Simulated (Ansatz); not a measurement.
The same path of a periodic cell of 19 atoms, RuC18 (surface graphene monolayer, adsorbate Ru) was run twice with different band settings. Lost on the way: C3–Ru19, C8–Ru19, C13–Ru19, C14–Ru19. Made: C5–Ru19, C10–Ru19, C17–Ru19, C18–Ru19.

Theory: Ansatz, DFT PBE, scalar-relativistic, plane waves, PAW. Settings: PAW set soft_1, cutoff 420 eV, k mesh 2x2x1, gaussian smearing 0.02 eV, no spin polarisation.

Relaxed end points:

```xyz
19
Lattice="7.3980 0.0000 0.0000 -3.6990 6.4069 0.0000 0.0000 0.0000 13.0000" Properties=species:S:1:pos:R:3
C 0.014 -0.047 1.041
C 1.234 0.669 1.042
C -1.223 2.100 1.003
C 0.014 2.814 1.042
C -2.465 4.245 1.039
C -1.234 4.945 1.039
C 2.455 -0.047 1.042
C 3.692 0.667 1.003
C 1.234 2.098 1.042
C 2.455 2.814 1.041
C 0.004 4.230 1.040
C 1.234 4.929 1.039
C 4.933 -0.049 1.001
C 6.175 0.667 1.003
C 3.692 2.100 1.003
C 4.933 2.817 1.000
C 2.465 4.230 1.039
C 3.703 4.945 1.039
Ru 4.933 1.384 2.682
```

```xyz
19
Lattice="7.3980 0.0000 0.0000 -3.6990 6.4069 0.0000 0.0000 0.0000 13.0000" Properties=species:S:1:pos:R:3
C 0.001 -0.026 1.039
C 1.232 0.673 1.039
C -1.219 2.088 1.041
C 0.001 2.804 1.042
C -2.456 4.236 1.003
C -1.219 4.950 1.042
C 2.470 -0.042 1.040
C 3.700 0.658 1.039
C 1.222 2.088 1.042
C 2.459 2.803 1.003
C 0.001 4.234 1.042
C 1.222 4.950 1.041
C 4.931 -0.042 1.039
C 6.169 0.673 1.039
C 3.700 2.086 1.001
C 4.942 2.803 1.003
C 2.459 4.236 1.003
C 3.700 4.952 1.000
Ru 3.700 3.519 2.682
```

Common settings: climbing image yes; spring 5.0 eV/Å²; end points relaxed.

| run | movable images | optimiser | start path | force threshold | iteration limit | largest step |
| --- | --- | --- | --- | --- | --- | --- |
| 1 | 5 | quadratic models (default) | IDPP | 0.03 eV/Å | 26 | default |
| 2 | 3 | fire | default | 0.05 eV/Å | 44 | 1.0 Å |

Task: What does each run give, and how far can it be trusted?

Result: Run 1: converged after 6 iterations, highest image 0.916 eV above the first end. By the program's own check the climbing image is of a kind that is not told: the force calls were inconclusive, a negative curvature could not be distinguished from the path's own, the only one lies far off the path, or fixed occupations may fill a level only in part (lowest curvatures found: -5.17 and 0.03 eV/Å²).
Run 2: converged after 23 iterations, highest image 0.918 eV above the first end. The order of the stationary point at the top wasn't checked.
Limits of this set-up: coarse k mesh, slab without dipole correction.
